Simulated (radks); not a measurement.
Values are calculated unless marked as measured or tabulated.
Neutral rubidium, [Kr] 5s1. Level of theory: non-relativistic Kohn-Sham, r2SCAN, spin-polarised, spherical densities, point nucleus; meta-GGA in the generalised Kohn-Sham scheme (a radial shooting solver on a logarithmic mesh with Libxc functionals). Every spin shell is full or empty, so the densities are truly spherical. Functionals are evaluated on that one density, not self-consistently. Rank these orbital-free kinetic functionals by their error against the exact value of the orbitals, and give that value: Thomas-Fermi, von Weizsacker, TF + vW/5, LC94, APBEK, Perdew 92, LKT, Ernzerhof.

Answer. Exact: 2938.53 hartree. From best to worst, with 100 (|E| - |E exact|)/|E exact| (equal figures are ties): LC94 +0.07, APBEK +0.14, Ernzerhof -0.36, Perdew 92 -0.68, TF + vW/5 +3.39, Thomas-Fermi -5.80, LKT +21.59, von Weizsacker -54.05.
